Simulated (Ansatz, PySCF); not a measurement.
Pulling on the Ge1–Ge2 bond in Ge2H6 (SMILES [GeH3][GeH3]) (multiplicity 1 held, fragments rigid). Energies count from the point at 2.436 Å.
Geometry at that point (charge 0, multiplicity 1):
```tsv
atom	x (Å)	y (Å)	z (Å)
Ge	-1.2141	0.0950	-0.0155
Ge	1.2141	-0.0950	0.0155
H	-1.8156	-0.8837	-1.0399
H	-1.6355	1.5247	-0.3991
H	-1.7954	-0.2307	1.3719
H	1.6355	-1.5247	0.3991
H	1.8156	0.8837	1.0399
H	1.7954	0.2307	-1.3719
```

U- levels take the lowest unrestricted solution at each point, which mixes spins at long bonds. Curves can end on different states.

Cores are frozen in the correlated methods. Filled d and f shells under p-block atoms count as core. Rows in 3-21G carry no dispersion term and start afresh at each structure; the Pople sets are all-electron and without relativity.

The values were computed with Ansatz (Gaussian basis) for Hartree–Fock, density functionals and correlated methods; PySCF for 3-21G rows. Each number belongs to the level named beside it.

Q: What energy at R = 7.795 Å does U-CCSD(T)/cc-pVTZ give?

A: 69.7 kcal/mol

Q: Estimate the energy at R = 7.795 Å that R-HF/3-21G returns for this input.

A: 140.2 kcal/mol

Doubts at one or more of the structures used: a restricted determinant that unrestricted orbitals would lower (R-HF/3-21G); a spin-contaminated determinant (U-CCSD(T)/cc-pVTZ).

Ansatz is a quantum-chemistry and plane-wave program.
